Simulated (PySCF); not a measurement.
C2H6AlF, SMILES [CH3][Al]([CH3])[F] (connectivity only; charge and spin as stated), charge -1, multiplicity 2. Coordinates come from a PBE-D3(BJ)/def2-SVPD optimisation. The spin state was assumed, not searched. The isomer is the one that the SMILES or the coordinates give; other isomers of the formula were not compared.

Method: PBE-D3(BJ)/def2-SVPD run with PySCF 2.14.0.

Harmonic wavenumbers (cm⁻¹): 102, 113, 138, 177, 200, 488, 511, 553, 597, 601, 639, 679, 1098, 1098, 1354, 1357, 1360, 1370, 2892, 2896, 2986, 2988, 3018, 3018. Rotational constants (GHz): 5.398, 4.899, 2.888; symmetry number 1.

**Question.** Work out the zero-point energy and the ideal-gas rigid-rotor harmonic-oscillator thermochemistry at 298.15 K and 1 atm.

**Answer.** ZPE = ½ Σ hcν = ½ × 30234 cm⁻¹ = 180.84 kJ/mol. H − E(el) = 202.74 kJ/mol. Entropy in J/(mol K): translation 162.77, rotation 108.14, vibration 73.80, spin 5.76, total 350.47. G − E(el) = 98.25 kJ/mol. Cp = 108.92 J/(mol K). Modes under 150 cm⁻¹ make the vibrational entropy uncertain.
